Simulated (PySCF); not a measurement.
C3H6GeO3, SMILES C#C[CH2][Ge]([OH])([OH])[OH] (connectivity only; charge and spin as stated), charge -1, multiplicity 2.

Geometry optimised at B3LYP-D3(BJ)/def2-SVPD. Other conformers were not sampled.

The numbers are results of B3LYP-D3(BJ)/def2-SVPD (PySCF 2.14.0), not measurements.

Frequencies are harmonic and unscaled.

### Question
List the normal modes with their intensities. (Estimate from the structure and the level; the computed values follow.)

### Answer

| mode | ν (cm⁻¹) | IR (km/mol) | moving atoms (share of kinetic energy) |
|---|---|---|---|
| 1 | 25 | 0.4 | C 41 %, O 36 %, H 20 % |
| 2 | 79 | 0.6 | O 60 %, C 26 %, H 13 % |
| 3 | 134 | 2.8 | O 37 %, C 35 %, Ge 17 %, H 11 % |
| 4 | 161 | 44.3 | O 52 %, H 33 %, C 11 % |
| 5 | 174 | 9.4 | O 36 %, C 30 %, H 25 %, Ge 9 % |
| 6 | 207 | 5.7 | H 65 %, O 23 % |
| 7 | 222 | 19.8 | O 38 %, Ge 27 %, C 20 %, H 16 % |
| 8 | 248 | 49.2 | H 82 %, O 15 % |
| 9 | 255 | 13.0 | O 74 %, H 15 %, Ge 11 % |
| 10 | 350 | 1.7 | C 64 %, H 35 % |
| 11 | 375 | 29.6 | C 61 %, H 19 %, Ge 14 % |
| 12 | 396 | 42.6 | O 71 %, H 25 % |
| 13 | 415 | 127.4 | H 60 %, O 21 %, C 10 %, Ge 8 % |
| 14 | 462 | 175.8 | O 74 %, Ge 21 % |
| 15 | 499 | 54.7 | H 75 %, C 25 % |
| 16 | 580 | 12.7 | C 71 %, H 22 % |
| 17 | 606 | 80.4 | H 47 %, O 32 %, C 13 % |
| 18 | 607 | 92.6 | O 47 %, H 33 %, Ge 11 %, C 9 % |
| 19 | 685 | 2.8 | H 65 %, C 32 % |
| 20 | 774 | 140.0 | H 91 %, O 9 % |
| 21 | 824 | 56.4 | H 89 %, O 9 % |
| 22 | 959 | 127.9 | H 88 %, O 11 % |
| 23 | 979 | 5.1 | C 61 %, H 39 % |
| 24 | 1041 | 55.5 | H 53 %, C 47 % |
| 25 | 1112 | 1.9 | H 84 %, C 16 % |
| 26 | 1407 | 5.0 | H 88 %, C 12 % |
| 27 | 2169 | 184.4 | C 91 %, H 9 % |
| 28 | 3040 | 12.7 | H 95 % |
| 29 | 3104 | 5.1 | H 90 %, C 10 % |
| 30 | 3468 | 71.3 | H 86 %, C 14 % |
| 31 | 3830 | 6.9 | H 94 % |
| 32 | 3842 | 13.3 | H 94 % |
| 33 | 3846 | 19.8 | H 94 % |
